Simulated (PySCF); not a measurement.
Finite-field polarisability of Hg (mercury, neutral)

[Xe] 4f14 5d10 6s2, closed-shell 1S. All numbers are calculated (PySCF 2.14, a scalar-relativistic core potential, in aug-cc-pwCVDZ-PP with ECP60MDF (6s6p5d3f, 70 functions)). Frozen: 5s2 5p6. Energy changes in a uniform field (μhartree):

```tsv
axis	F (au)	HF	MP2	CCSD	CCSD(T)
x	0.0021	-98.527	-64.778	-77.646	-75.989
x	0.0042	-394.385	-259.200	-310.742	-304.101
```

Task: Derive α along x at CCSD(T) from the two fields.

Result: With ΔE = −αF²/2 − γF⁴/24, α = −(16 ΔE(F) − ΔE(2F))/(6F²) = 34.46 bohr³.

Task: And the mean polarisability at each level?

Result: HF 44.67, MP2 29.37, CCSD 35.21, CCSD(T) 34.46 bohr³. Reference: 33.91 ± 0.34 bohr³ (recommended; Schwerdtfeger and Nagle, table of static dipole polarizabilities (2023 update)).

A double-zeta set is small for polarisabilities.
